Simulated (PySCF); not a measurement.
F6S, SMILES FS(F)(F)(F)(F)F. Geometry optimised at TPSSh-D3(BJ)/def2-SVP.

Computed equilibrium geometry at TPSSh-D3(BJ)/def2-SVP (PySCF confirms it by a frequency run) as bond lengths and angles, and its point group:
point group Oh.
Atoms: F1 S2 F3 F4 F5 F6 F7. Bonds (Å): F1–S2 1.594, S2–F3 1.594, S2–F4 1.594, S2–F5 1.594, S2–F6 1.594, S2–F7 1.594. Bond angles (°): F1–S2–F3 90.0, F1–S2–F4 90.0, F1–S2–F5 90.0, F1–S2–F6 90.0, F1–S2–F7 180.0, F3–S2–F4 90.0, F3–S2–F5 180.0, F3–S2–F6 90.0, F3–S2–F7 90.0, F4–S2–F5 90.0, F4–S2–F6 180.0, F4–S2–F7 90.0, F5–S2–F6 90.0, F5–S2–F7 90.0, F6–S2–F7 90.0.
